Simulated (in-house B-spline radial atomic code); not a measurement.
A run on neutral strontium (an excited or competing configuration) that did not converge. Method: scalar-relativistic (X2C) B97-1, spin-polarised, spherical fractional occupations, exact exchange averaged over the configuration, Fermi nucleus of rms radius 4.224 fm; computed with an all-electron radial atomic-structure program (B-spline basis).

Command:
```bash
python run_scf.py task.json out
```
Settings (nuclear radius in fm, mass in u):
```
Z                38
configuration    [Ar] 3d10 4s1 4p6 4f1 5s2
hamiltonian      x2c
method           b97_1
spin_polarised   True
nucleus          fermi
rms_radius       4.224
atomic_mass      87.90561
speed_of_light   137.035999084
exact_exchange   averaged over the configuration
```

First and last ten iterations of the last attempt (damped for 15 steps, keeping 80 % of the old Fock matrix, then DIIS):
```
 iter        energy (Eh)    residual
    1       -3176.379643    4.14e-01
    2       -3176.982274    1.31e-01
    3       -3177.244901    8.31e-02
    4       -3177.347688    5.23e-02
    5       -3177.387808    3.27e-02
    6       -3177.404318    2.03e-02
    7       -3177.411639    1.31e-02
    8       -3177.414670    9.28e-03
    9       -3177.416023    6.62e-03
   10       -3177.416552    4.78e-03
  111       -3177.417597    2.38e-04
  112       -3177.417597    2.71e-04
  113       -3177.417597    2.70e-04
  114       -3177.417597    2.56e-04
  115       -3177.417598    2.82e-04
  116       -3177.417599    3.43e-04
  117       -3177.417597    2.44e-04
  118       -3177.417597    2.36e-04
  119       -3177.417597    2.50e-04
  120       -3177.417597    2.51e-04
 not converged after 120 iterations
```

The smallest residual met was 8.4e-05; the threshold is about 4e-07. Over the last five steps the energy moves by less than 4e-06 hartree, but the orbitals didn't meet the threshold. Cost of the run: 12 s on 1 thread of Intel(R) Xeon(R) Platinum 8488C, with other jobs on the host.
